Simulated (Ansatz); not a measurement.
Clusters of 8 atoms, II-VI: PBE-D4/def2-TZVPD single points in Ansatz on relaxed structures, gas phase. Each cluster is the lowest isomer that a short search found in that spin, judged at the geometry's level, and lower ones may exist. Core potentials for Te, no spin–orbit coupling. HOMO and LUMO are taken over both spins. Binding counts from free atoms in the multiplicity of their measured ground term, without zero-point energy. A dash marks a value that wasn't run or was left out as unsound. The structures are stationary points that may keep the symmetry of their start.

```csv
species,atoms,state,geometry,HOMO (eV),LUMO (eV),gap (eV),binding per atom (eV),point group (within 0.1 Å)
Mg4S4⁻,8,doublet,r2SCAN-D4/def2-SVPD,-0.86,–,–,–,Cs
Ca4O4,8,singlet,PBE-D4/def2-SVP,-3.40,-1.38,2.02,4.06,–
Ca4Te4,8,singlet,r2SCAN-D4/def2-SVP,-4.87,-2.07,2.80,3.13,Td
```

Task: Estimate the rows for Be4O4 (singlet, PBE-D4/def2-SVP geometry).

Result: 
```json
{"species": "Be4O4", "atoms": "8", "state": "singlet", "geometry": "PBE-D4/def2-SVP", "HOMO (eV)": "-7.00", "LUMO (eV)": "-1.98", "gap (eV)": "5.02", "binding per atom (eV)": "5.16", "point group (within 0.1 Å)": "D4h"}
```

The gap (eV) runs from 2.02 (Ca4O4) to 5.02 (Be4O4).
